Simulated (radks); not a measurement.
Spherical jellium clusters: N electrons in a uniform positive sphere of charge N and radius rs N^(1/3), rs = 3.9 bohr. Method: non-relativistic Kohn-Sham, LDA (Slater exchange, Perdew-Wang correlation), spin-polarised, spherical densities; computed with a radial shooting solver with Libxc functionals. Levels are named by radial order and angular momentum (1s, 1p, 1d, 2s, ...), and open shells are averaged over m.

N = 12, configuration 1s2 1p6 1d(up 4, down 0). This is the lowest configuration that the search found. Occupied and some empty levels:

| level | occupation | eigenvalue (eV) | <r> (bohr) |
|---|---|---|---|
| 1s up | 1 | -5.1539 | 5.761 |
| 1s down | 1 | -4.8157 | 5.526 |
| 1p up | 3 | -4.0922 | 6.869 |
| 1p down | 3 | -3.6640 | 6.823 |
| 1d up | 4 | -2.7731 | 7.792 |
| 1d down | 0 | -2.3297 | 7.888 |
| 2s up | 0 | -2.2015 | 7.099 |
| 2s down | 0 | -1.9782 | 7.306 |
| 1f up | 0 | -1.3080 | 8.820 |
| 1f down | 0 | -0.90654 | 9.130 |
| 2p up | 0 | -0.90385 | 9.767 |
| 2p down | 0 | -0.70981 | 10.27 |

Energy (eV): total -20.9777, kinetic 22.359, external -515.76, Hartree 253.25, exchange-correlation -44.143, background 263.31.
